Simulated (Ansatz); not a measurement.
`[CH3][GeH2][F]` + HCl → `[F][GeH2][Cl]` + CH₄ at 500 K and 1 bar (ligand exchange at a Ge–C bond).

Program: Ansatz. Geometries: PBE0-D4/def2-TZVP. ΔE: electronic, gas phase. CCSD(T)/CBS is the MP2 limit (def2-TZVPP, def2-QZVPP) plus CCSD(T) − MP2 in def2-TZVPP, frozen cores. This one scheme is used for every species. For Ge outer-core shells are correlated without core-valence functions, which leaves a few kJ/mol of doubt a bond. Scalar relativity is left out up to krypton.

| species | CCSD(T)/CBS energy (Eh) | H − E (kJ/mol) | S (J/(mol·K)) |
| --- | --- | --- | --- |
| `[CH3][GeH2][F]` | -2217.00316 | 177.7 | 349.6 |
| HCl | -460.38127 | 32.5 | 201.9 |
| `[F][GeH2][Cl]` | -2636.95386 | 79.8 | 332.0 |
| CH₄ | -40.46206 | 135.6 | 206.8 |

H − E and S are ideal-gas, rigid-rotor, harmonic terms from PBE0-D4/def2-TZVP. 1 Eh = 2625.50 kJ/mol, R = 8.31446 J/(mol·K).

**Question.** By hand: ΔE, ΔH, ΔS and ΔG.

**Answer.** ΔE = (-2636.95386) + (-40.46206) − (-2217.00316) − (-460.38127) = -0.03149 Eh = -82.7 kJ/mol. Δ(H − E) = 79.8 + 135.6 − 177.7 − 32.5 = 5.2, so ΔH = -77.5 kJ/mol. ΔS = 332.0 + 206.8 − 349.6 − 201.9 = -12.7 J/(mol·K). ΔG = -77.5 − 500 × (-12.7)/1000 = -71.2 kJ/mol.

**Question.** By hand: the equilibrium constant, and the temperature at which ΔG would vanish if ΔH and ΔS stayed fixed.

**Answer.** log₁₀ K = −ΔG/(RT ln 10) = 7.4. ΔG = 0 at ΔH/ΔS = 6102 K, far beyond where these terms or the molecules hold.

The number of gas molecules stays the same, so ΔS is small and ΔH decides. A doubt of 5 kJ/mol in ΔE shifts log₁₀ K by 0.5 here. These are equilibria of isolated gas molecules and say nothing of rates. Largest T1 diagnostic: 0.011 (customary marks: 0.02 for closed shells, 0.045 for open ones).
